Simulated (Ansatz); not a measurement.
`[SiH3][AsH2]` + `O[SiH3]` → `[SiH3]O[AsH2]` + SiH₄ at 700 K and 1 bar (cleavage of the As–Si bond).

Isolated molecules relaxed with PBE0-D4/def2-TZVP in Ansatz; ΔE leaves out vibrations. CCSD(T)/CBS adds triple-zeta CCSD(T) − MP2 to the extrapolated MP2 energy (def2 sets, frozen cores). This one scheme is used for every species. For As outer-core shells are correlated without core-valence functions, which leaves a few kJ/mol of doubt a bond. Scalar relativity is left out up to krypton.

```tsv
species	CCSD(T)/CBS energy (Eh)	H − E (kJ/mol)	S (J/(mol·K))
`[SiH3][AsH2]`	-2527.08228	159.2	372.9
`O[SiH3]`	-366.69042	144.6	321.6
`[SiH3]O[AsH2]`	-2602.28728	180.9	430.4
SiH₄	-291.46306	115.5	252.9
```

H − E and S are ideal-gas, rigid-rotor, harmonic terms from PBE0-D4/def2-TZVP. 1 Eh = 2625.50 kJ/mol, R = 8.31446 J/(mol·K).

Question: By hand: ΔE, ΔH, ΔS and ΔG.

Answer: ΔE = (-2602.28728) + (-291.46306) − (-2527.08228) − (-366.69042) = 0.02236 Eh = 58.7 kJ/mol. Δ(H − E) = 180.9 + 115.5 − 159.2 − 144.6 = -7.4, so ΔH = 51.3 kJ/mol. ΔS = 430.4 + 252.9 − 372.9 − 321.6 = -11.2 J/(mol·K). ΔG = 51.3 − 700 × (-11.2)/1000 = 59.1 kJ/mol.

Question: By hand: the equilibrium constant, and the temperature at which ΔG would vanish if ΔH and ΔS stayed fixed.

Answer: log₁₀ K = −ΔG/(RT ln 10) = -4.4. ΔH and −TΔS have one sign here, so there is no such temperature.

The number of gas molecules stays the same, so ΔS is small and ΔH decides. A doubt of 5 kJ/mol in ΔE shifts log₁₀ K by 0.4 here. Modes under 60 cm⁻¹, often nearly free rotors, make the harmonic entropy too high. These are equilibria of isolated gas molecules and say nothing of rates. Largest T1 diagnostic: 0.012 (customary marks: 0.02 for closed shells, 0.045 for open ones).
